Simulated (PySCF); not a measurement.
Structure with atom numbers: `[CH2:1]=[CH:2][c:3]1[cH:4][cH:5][cH:6][cH:7][cH:8]1`; H(Xn) means a hydrogen on atom n. Ha(C1) is cis to C3; Hb(C1) is trans to C3.

GIAO shifts from PySCF 2.14 on PBE0-D3(BJ)/def2-TZVP geometries (one conformer, non-relativistic, equivalent nuclei averaged), against TMS at the same level and in the same medium; PCM means IEF-PCM chloroform.

Measured (solution, not stated per compound (mostly CDCl3 or CCl4); Pretsch, Buehlmann, Badertscher, Structure Determination of Organic Compounds, 4th ed. (2009)): H(C2) 6.72, Hb(C1) 5.20, Ha(C1) 5.72 ppm.

Q: Which unscaled values do B97-2/pcSseg-2, gas; WP04/pcSseg-2, PCM; wB97X-D/pcSseg-2, PCM give, and how close are they?

A: 
```json
{"atoms": "H(C2)", "measured": "6.72", "B97-2/pcSseg-2, gas": "7.02", "WP04/pcSseg-2, PCM": "6.82", "wB97X-D/pcSseg-2, PCM": "7.25"}
{"atoms": "Hb(C1)", "measured": "5.20", "B97-2/pcSseg-2, gas": "5.47", "WP04/pcSseg-2, PCM": "5.36", "wB97X-D/pcSseg-2, PCM": "5.72"}
{"atoms": "Ha(C1)", "measured": "5.72", "B97-2/pcSseg-2, gas": "6.22", "WP04/pcSseg-2, PCM": "6.05", "wB97X-D/pcSseg-2, PCM": "6.48"}
```

Mean absolute error for $^{1}$H: B97-2/pcSseg-2, gas 0.36, WP04/pcSseg-2, PCM 0.20, wB97X-D/pcSseg-2, PCM 0.60 ppm.
